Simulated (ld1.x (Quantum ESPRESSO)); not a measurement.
# Pseudopotential generation for silver (Ag): PAW, PBE, scalar-relativistic.

The input file (ld1.x (Quantum ESPRESSO) 7.5):

```
&input
   title='Ag', zed=47., rel=1, dft='PBE', iswitch=3,
   config='[Kr] 4d9 5s2 5p0',
   nld=3, rlderiv=2.35, eminld=-7.0, emaxld=5.0, deld=0.02
 /
 &inputp
   pseudotype=3, lpaw=.true., tm=.true., lloc=-1, rcloc=1.70,
   nlcc=.true., new_core_ps=.true., rcore=0.85,
   which_augfun='BESSEL', rmatch_augfun=1.00,
   file_pseudopw='Ag.UPF', file_wfcaegen='ae.wfc', file_wfcncgen='nc.wfc', file_beta='beta', file_chi='chi', file_wfcusgen='us.wfc'
 /
6
5S  1  0   2.00   0.00  1.55  2.15  0.0
5S  1  0   0.00   4.25  1.55  2.15  0.0
4P  2  1   6.00   0.00  1.35  1.70  0.0
5P  3  1   0.00   0.00  1.35  1.70  0.0
4D  3  2   9.00   0.00  1.45  1.65  0.0
4D  3  2   0.00  -0.45  1.45  1.65  0.0
 &test
   configts(1)='4p6 4d9 5s2 5p0'
 /
```

Command:

```bash
ld1.x < Ag.in > Ag.out
```

Resulting log (shortened: banner, matrices, multipoles, cross overlaps and the repeated all-electron block are left out):

```
Program LD1 v.7.5
     --------------------------- All-electron run ----------------------------

     Ag
     scalar relativistic calculation

     atomic number is 47.00
     dft =PBE   lsd =0 sic =0 latt =0  beta=0.20 tr2=1.0E-14
     Exchange-correlation= PBE
                           (   1   4   3   4   0   0   0)
     mesh =1237 r(mesh) =  99.46963 a.u. xmin = -7.00 dx = 0.01250
     1 Ry =  13.60569312 eV, c = 137.03599908

     n l     nl                  e(Ry)          e(Ha)          e(eV)
     1 0     1S 1( 2.00)     -1862.0698      -931.0349    -25334.7508
     2 0     2S 1( 2.00)      -274.4487      -137.2244     -3734.0653
     2 1     2P 1( 6.00)      -246.2011      -123.1005     -3349.7364
     3 0     3S 1( 2.00)       -50.5804       -25.2902      -688.1813
     3 1     3P 1( 6.00)       -41.3031       -20.6516      -561.9577
     4 0     4S 1( 2.00)        -7.2909        -3.6454       -99.1973
     4 1     4P 1( 6.00)        -4.5974        -2.2987       -62.5511
     3 2     3D 1(10.00)       -26.6773       -13.3386      -362.9627
     4 2     4D 1( 9.00)        -0.7872        -0.3936       -10.7101
     5 0     5S 1( 2.00)        -0.4081        -0.2040        -5.5518
     5 1     5P 1( 0.00)        -0.0903        -0.0452        -1.2291

     final scf error:  3.4E-15 reached in  31 iterations

     Etot =  -10631.775891 Ry,   -5315.887945 Ha, -144652.680124 eV

     Ekin =   11045.486217 Ry,    5522.743108 Ha,  150281.495860 eV
     Encl =  -25685.884530 Ry,  -12842.942265 Ha, -349474.262505 eV
     Eh   =    4306.333182 Ry,    2153.166591 Ha,   58590.647766 eV
     Exc  =    -297.710760 Ry,    -148.855380 Ha,   -4050.561245 eV

     normalization and overlap integrals

     s(1S/1S) =  1.000000  <r> =   0.0311  <r2> =    0.0013  r(max) =   0.0202
     s(2S/2S) =  1.000000  <r> =   0.1349  <r2> =    0.0215  r(max) =   0.1136
     s(2P/2P) =  1.000000  <r> =   0.1177  <r2> =    0.0169  r(max) =   0.0907
     s(3S/3S) =  1.000000  <r> =   0.3685  <r2> =    0.1553  r(max) =   0.3328
     s(3P/3P) =  1.000000  <r> =   0.3676  <r2> =    0.1569  r(max) =   0.3246
     s(4S/4S) =  1.000000  <r> =   0.9094  <r2> =    0.9369  r(max) =   0.8186
     s(4P/4P) =  1.000000  <r> =   0.9954  <r2> =    1.1355  r(max) =   0.8714
     s(3D/3D) =  1.000000  <r> =   0.3458  <r2> =    0.1424  r(max) =   0.2725
     s(4D/4D) =  1.000000  <r> =   1.3537  <r2> =    2.2426  r(max) =   1.0252
     s(5S/5S) =  1.000000  <r> =   2.9644  <r2> =   10.1836  r(max) =   2.3985
     s(5P/5P) =  1.000000  <r> =   4.5838  <r2> =   25.3107  r(max) =   3.4037

     ------------------------ End of All-electron run ------------------------

     --------------------- Generating PAW atomic setup --------------------

      Generating local potential from pseudized AE potential:
      Matching radius rcloc =   1.7000

      Local pseudo, rcloc= 1.690 Estimated cut-off energy=     8.86 Ry

      Computing core charge for nlcc:

       r > 0.86 : true rho core
      Core charge pseudized with two Bessel functions
      Integrated core pseudo-charge :   5.55
      Wfc-us  5S rcutus= 2.170  Estimated cut-off energy=     9.09 Ry
      Wfc-us  5S rcutus= 2.170  Estimated cut-off energy=    17.59 Ry
      Wfc-us  4P rcutus= 1.690  Estimated cut-off energy=    30.24 Ry
      Wfc-us  5P rcutus= 1.690  Estimated cut-off energy=    56.34 Ry
      Wfc-us  4D rcutus= 1.648  Estimated cut-off energy=    42.86 Ry
      Wfc-us  4D rcutus= 1.648  Estimated cut-off energy=    44.54 Ry

     Required augmentation: BESSEL   radius:    1.000000
     Suggested rho cutoff for augmentation:  96.86 Ry

     Estimated PAW energy = -490.201341 Ryd

     ------------------- End of pseudopotential generation -------------------

     Computing logarithmic derivative in   2.35401
     Computing logarithmic derivative in   2.35401
     Computing the partial wave expansion
     R is outside the sphere for l=    0 j= 0.00
     R is outside the sphere for l=    0 j= 0.00
     R is outside the sphere for l=    1 j= 0.00
     R is outside the sphere for l=    1 j= 0.00
     R is outside the sphere for l=    2 j= 0.00
     R is outside the sphere for l=    2 j= 0.00

     ---------------------- Testing the pseudopotential ----------------------

     Ag
     scalar relativistic calculation

     atomic number is 47.00   valence charge is 17.00
     dft = SLA  PW   PBX  PBC   lsd =0 sic =0 latt =0  beta=0.20 tr2=1.0E-14
     mesh =1237 r(mesh) =  99.46963 xmin = -7.00 dx = 0.01250

     n l     nl             e AE (Ry)        e PS (Ry)    De AE-PS (Ry)
     2 1     4P   1( 6.00)       -4.59742       -4.59742        0.00000
     3 2     4D   1( 9.00)       -0.78718       -0.78718        0.00001
     1 0     5S   1( 2.00)       -0.40805       -0.40805        0.00000
     3 1     5P   1( 0.00)       -0.09034       -0.09033       -0.00000

     eps = 4.7E-15  iter =  4

     Etot =  -10631.775891 Ry,   -5315.887945 Ha, -144652.680124 eV
     Etotps =  -490.201364 Ry,    -245.100682 Ha,   -6669.529333 eV

     Ekin =     324.081916 Ry,     162.040958 Ha,    4409.359091 eV
     Encl =    -711.077879 Ry,    -355.538939 Ha,   -9674.707406 eV
     Ehrt =     194.505350 Ry,      97.252675 Ha,    2646.380101 eV
     Ecxc =    -297.710751 Ry,    -148.855376 Ha,   -4050.561118 eV
     (Ecc =     -10.749201 Ry,      -5.374600 Ha,    -146.250328 eV)

     ---------------------- End of pseudopotential test ----------------------
```

Note: ghost state, extra bound levels that the all-electron valence spectrum of the same l lacks: s at -34.3 eV. A true bound ghost makes a file unfit for plane-wave use.

Generation and configuration tests took about 2.4 s on one core of a shared server CPU.

Transferability test of the new file with ld1.x, input:

```
&input
   title='Ag', zed=47., rel=1, dft='PBE', iswitch=2,
   config='[Kr] 4d9 5s2 5p0'
 /
 &test
   file_pseudo='Ag.UPF', nconf=8,
   configts(1)='4p6 4d9 5s2 5p0',
   configts(2)='4p6 4d10 5s1 5p0',
   configts(3)='4p6 4d10 5s0 5p0',
   configts(4)='4p6 4d9 5s0 5p0',
   configts(5)='4p6 4d7 5s0 5p0',
   configts(6)='4p6 4d10 5s0 5p1',
   configts(7)='4p6 4d8 5s0 5p0',
   configts(8)='4p5 4d10 5s1 5p0'
 /
```

```bash
ld1.x < Ag.test.in > Ag.test.out
```

Pseudopotential blocks of its output, shortened (energy terms left out):

```
     ---------------------- Testing the pseudopotential ----------------------

     n l     nl             e AE (Ry)        e PS (Ry)    De AE-PS (Ry)
     2 1     4P   1( 6.00)       -4.59742       -4.59742        0.00000
     3 2     4D   1( 9.00)       -0.78718       -0.78718        0.00001
     1 0     5S   1( 2.00)       -0.40805       -0.40805        0.00000
     3 1     5P   1( 0.00)       -0.09034       -0.09033       -0.00000

     eps = 4.7E-15  iter =  4

     Etot =  -10631.775891 Ry,   -5315.887945 Ha, -144652.680124 eV
     Etotps =  -490.201364 Ry,    -245.100682 Ha,   -6669.529333 eV

     ---------------------- End of pseudopotential test ----------------------

          ---------------------- Testing the pseudopotential ----------------------

     n l     nl             e AE (Ry)        e PS (Ry)    De AE-PS (Ry)
     2 1     4P   1( 6.00)       -4.30458       -4.30366       -0.00092
     3 2     4D   1(10.00)       -0.54707       -0.54694       -0.00013
     1 0     5S   1( 1.00)       -0.32373       -0.32341       -0.00033
     3 1     5P   1( 0.00)       -0.05415       -0.05426        0.00011

     eps = 3.5E-15  iter = 21

     Etot =  -10632.075544 Ry,   -5316.037772 Ha, -144656.757108 eV
     Etotps =  -490.500948 Ry,    -245.250474 Ha,   -6673.605379 eV
     dEtot_ae =      -0.299653 Ry
     dEtot_ps =      -0.299584 Ry,   Delta E=      -0.000069 Ry

     ---------------------- End of pseudopotential test ----------------------

          ---------------------- Testing the pseudopotential ----------------------

     n l     nl             e AE (Ry)        e PS (Ry)    De AE-PS (Ry)
     2 1     4P   1( 6.00)       -4.91145       -4.91059       -0.00086
     3 2     4D   1(10.00)       -1.14941       -1.14885       -0.00056
     1 0     5S   1( 0.00)       -0.82952       -0.82763       -0.00189
     3 1     5P   1( 0.00)       -0.46274       -0.46195       -0.00079

     eps = 6.9E-15  iter = 16

     Etot =  -10631.505396 Ry,   -5315.752698 Ha, -144648.999851 eV
     Etotps =  -489.931644 Ry,    -244.965822 Ha,   -6665.859598 eV
     dEtot_ae =       0.270495 Ry
     dEtot_ps =       0.269721 Ry,   Delta E=       0.000775 Ry

     ---------------------- End of pseudopotential test ----------------------

          ---------------------- Testing the pseudopotential ----------------------

     n l     nl             e AE (Ry)        e PS (Ry)    De AE-PS (Ry)
     2 1     4P   1( 6.00)       -5.95168       -5.95258        0.00090
     3 2     4D   1( 9.00)       -2.12347       -2.12371        0.00024
     1 0     5S   1( 0.00)       -1.52825       -1.52623       -0.00201
     3 1     5P   1( 0.00)       -1.05448       -1.05248       -0.00200

     eps = 1.7E-15  iter = 16

     Etot =  -10629.880051 Ry,   -5314.940025 Ha, -144626.885902 eV
     Etotps =  -488.306506 Ry,    -244.153253 Ha,   -6643.748470 eV
     dEtot_ae =       1.895840 Ry
     dEtot_ps =       1.894859 Ry,   Delta E=       0.000982 Ry

     ---------------------- End of pseudopotential test ----------------------

          ---------------------- Testing the pseudopotential ----------------------

     n l     nl             e AE (Ry)        e PS (Ry)    De AE-PS (Ry)
     2 1     4P   1( 6.00)       -8.38385       -8.39810        0.01424  !
     3 2     4D   1( 7.00)       -4.40306       -4.41237        0.00931  !
     1 0     5S   1( 0.00)       -3.16250       -3.16496        0.00246
     3 1     5P   1( 0.00)       -2.50954       -2.53246        0.02291  !

     eps = 3.4E-15  iter = 16

     Etot =  -10623.418864 Ry,   -5311.709432 Ha, -144538.976976 eV
     Etotps =  -481.837112 Ry,    -240.918556 Ha,   -6555.727880 eV
     dEtot_ae =       8.357027 Ry
     dEtot_ps =       8.364253 Ry,   Delta E=      -0.007225 Ry

     ---------------------- End of pseudopotential test ----------------------

          ---------------------- Testing the pseudopotential ----------------------

     n l     nl             e AE (Ry)        e PS (Ry)    De AE-PS (Ry)
     2 1     4P   1( 6.00)       -4.45436       -4.45452        0.00016
     3 2     4D   1(10.00)       -0.69327       -0.69357        0.00030
     1 0     5S   1( 0.00)       -0.42303       -0.42215       -0.00087
     3 1     5P   1( 1.00)       -0.12424       -0.12422       -0.00003

     eps = 9.9E-15  iter = 28

     Etot =  -10631.791410 Ry,   -5315.895705 Ha, -144652.891267 eV
     Etotps =  -490.217392 Ry,    -245.108696 Ha,   -6669.747398 eV
     dEtot_ae =      -0.015519 Ry
     dEtot_ps =      -0.016027 Ry,   Delta E=       0.000509 Ry

     ---------------------- End of pseudopotential test ----------------------

          ---------------------- Testing the pseudopotential ----------------------

     n l     nl             e AE (Ry)        e PS (Ry)    De AE-PS (Ry)
     2 1     4P   1( 6.00)       -7.11735       -7.12301        0.00566  !
     3 2     4D   1( 8.00)       -3.21492       -3.21819        0.00327
     1 0     5S   1( 0.00)       -2.31048       -2.30965       -0.00083
     3 1     5P   1( 0.00)       -1.74292       -1.74415        0.00123

     eps = 3.6E-15  iter = 15

     Etot =  -10627.219911 Ry,   -5313.609956 Ha, -144590.692866 eV
     Etotps =  -485.644606 Ry,    -242.822303 Ha,   -6607.531474 eV
     dEtot_ae =       4.555979 Ry
     dEtot_ps =       4.556759 Ry,   Delta E=      -0.000779 Ry

     ---------------------- End of pseudopotential test ----------------------

          ---------------------- Testing the pseudopotential ----------------------

     n l     nl             e AE (Ry)        e PS (Ry)    De AE-PS (Ry)
     2 1     4P   1( 5.00)       -5.32432       -5.32762        0.00330
     3 2     4D   1(10.00)       -1.47791       -1.47920        0.00130
     1 0     5S   1( 1.00)       -0.94656       -0.94614       -0.00042
     3 1     5P   1( 0.00)       -0.53977       -0.53982        0.00005

     eps = 4.4E-15  iter = 15

     Etot =  -10627.280108 Ry,   -5313.640054 Ha, -144591.511885 eV
     Etotps =  -485.701890 Ry,    -242.850945 Ha,   -6608.310858 eV
     dEtot_ae =       4.495783 Ry
     dEtot_ps =       4.499475 Ry,   Delta E=      -0.003692 Ry

     ---------------------- End of pseudopotential test ----------------------
```
